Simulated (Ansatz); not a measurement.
Two isomers of C2H9GeN: A = `C[NH][GeH2][CH3]`, B = `C[N](C)[GeH3]`.

Program: Ansatz. Geometries: PBE0-D4/def2-TZVP. ΔE: electronic, gas phase. CCSD(T)/CBS is the MP2 limit (def2-TZVPP, def2-QZVPP) plus CCSD(T) − MP2 in def2-TZVPP, frozen cores. Functionals use def2-TZVPP. B3LYP here is the variant with VWN-RPA as its local correlation; programs differ in this. For Ge outer-core shells are correlated without core-valence functions, which leaves a few kJ/mol of doubt a bond. Scalar relativity is left out up to krypton. One conformer a species, not always the lowest.

Q: Which isomer does CCSD(T)/CBS put lower? Give the gap. (An estimate is asked.)

A: Ansatz gave: A, by 14.5 kcal/mol.

Q: Give E(B) − E(A) in kcal/mol with CCSD/def2-TZVPP, B2PLYP, MP2/def2-TZVPP, B3LYP, CCSD(T)/def2-TZVPP, CCSD(T)/def2-SVP, HF/def2-TZVPP. (Estimate.)

A: Computed: CCSD/def2-TZVPP 14.5, B2PLYP 14.3, MP2/def2-TZVPP 14.9, B3LYP 14.0, CCSD(T)/def2-TZVPP 14.3, CCSD(T)/def2-SVP 9.7, HF/def2-TZVPP 14.0. None reverses the order clearly.

Q: Does the order hold for the free energy at 298.15 K (harmonic terms from PBE0-D4)? (An estimate is asked.)

A: Ansatz gave: Yes: G(B) − G(A) = +14.4 kcal/mol, for one conformer each.

Largest T1 diagnostic: 0.011.

At CCSD(T), def2-SVP lies −4.8 kcal/mol from the extrapolated value and def2-TZVPP −0.2 kcal/mol. Leaving LDA and LC-ωPBE aside and taking each functional with its dispersion term where it has one, the values, not all of them listed here, spread over 1.9 kcal/mol, from revPBE-D4 to PBE-QIDH. LDA lies −2.4 kcal/mol from PBE without D4.
